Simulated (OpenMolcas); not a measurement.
An atom or ion with 5 electrons was computed by SS-RASPT2, IPEA 0.25 Eh, imaginary shift 0.1 Eh with spin-orbit coupling (OpenMolcas, ANO-RCC-VTZP, DKH2). The lowest levels that the run gave, each within 12 % of the measured value where one is at hand:

| J | Parity | E (eV) | g |
| --- | --- | --- | --- |
| 1/2 | odd | 0.0000 | 0.666 |
| 3/2 | odd | 0.0069 | 1.334 |
| 1/2 | even | 5.234 | 2.671 |
| 3/2 | even | 5.236 | 1.735 |
| 5/2 | even | 5.241 | 1.601 |
| 3/2 | even | 9.300 | 0.800 |
| 5/2 | even | 9.300 | 1.200 |
| 1/2 | even | 12.114 | 2.002 |
| 1/2 | even | 13.845 | 0.666 |
| 3/2 | even | 13.849 | 1.334 |
| 3/2 | odd | 17.551 | 2.002 |
| 3/2 | odd | 18.692 | 0.800 |

Question: Which ion is it, and what are the configurations and terms?

Answer: C⁺ (Z = 6, charge +1; active space 3 electrons in 9 orbitals (RAS2 2s 2p; RAS3 3d, at most 2 electrons)). J, parity and g give the terms where levels are pure, and mixed ones are named by the computed weights; the size of the splittings, set against known spectra of the 5-electron sequence, gives the charge. In order, with the measured energies in eV (NIST Handbook of Basic Atomic Spectroscopic Data): 2s2 2p 2P* 1/2, 2s2 2p 2P* 3/2 (0.0079), 2s 2p2 4P 1/2 (5.3317), 2s 2p2 4P 3/2 (5.3345), 2s 2p2 4P 5/2 (5.3380), 2s 2p2 2D 3/2 (9.2905), 2s 2p2 2D 5/2 (9.2901), 2s 2p2 2S 1/2 (11.9637), 2s 2p2 2P 1/2 (13.7156), 2s 2p2 2P 3/2 (13.7208), 2p3 4S* 3/2 (17.6091), 2p3 2D* 3/2 (18.6555).

CASPT2 breaks the degeneracy within a term, and the mean is taken; among the terms shown or strongly mixed into the levels shown the widest spread is 10 cm-1 (2s 2p2 2D). Active for correlation alone: 3d; no level in the range computed is led by a configuration that fills it, so any true level of that kind is missing. Measured partners are found by configuration, term and J. A level has none where our copy of the source lacks it or the pairing is in doubt (some pairs that miss far off the trend of their configuration count as doubtful), and it then counts in no deviation. Only configurations of the active space appear.

* marks odd parity.
